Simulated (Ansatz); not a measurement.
Born–Oppenheimer molecular dynamics of FH5O2W (9 atoms, charge 0, multiplicity 1). It goes on from the last frame of an earlier run, with new velocities.

All numbers below come from RKS PBE-D4/def2-SVP in Ansatz.

- ensemble: NVE (velocity Verlet)
- time step: 2 fs
- steps asked: 40
- starting velocities drawn for: 200 K
- seed: 533786

First frame:

```xyz
9
Properties=species:S:1:pos:R:3
W 0.008 -0.001 0.020
F -0.028 0.364 1.980
H 1.641 0.082 -0.463
O -0.281 1.847 -0.113
H -0.422 2.597 0.528
H -1.123 -0.322 -1.193
O 0.002 -1.800 0.477
H -0.218 -2.422 1.189
H 0.297 -0.221 -1.672
```

(1) How far do the bonds stretch over the last three quarters of this one trajectory? (Pairs bonded in most of those frames.)

## Answers

(1) 
```csv
bond,mean (Å),spread (Å),shortest,longest
W1–F2,1.984,0.011,1.97,2.00
W1–H3,1.684,0.024,1.65,1.72
W1–O4,1.861,0.020,1.83,1.89
W1–H6,1.720,0.041,1.65,1.78
W1–O7,1.862,0.002,1.86,1.87
W1–H9,1.743,0.056,1.66,1.82
O4–H5,0.976,0.025,0.94,1.01
O7–H8,0.976,0.009,0.96,0.99
```

Mean temperature of the second half: 129 K. The conserved energy stayed within 2.8 meV per atom of its start (net change 1.7 meV per atom), so the integration is sound. A step of 2 fs is long for free X–H stretches (periods near 10 fs) and can bias their spread and the temperature. A run of 0.08 ps of so small a system gives no equilibrium averages.

The run took 2.8 min on 1 thread of AMD EPYC 7R43 64-Core Processor (Zen 3), with other jobs on the host, peak memory 0.14 GiB.
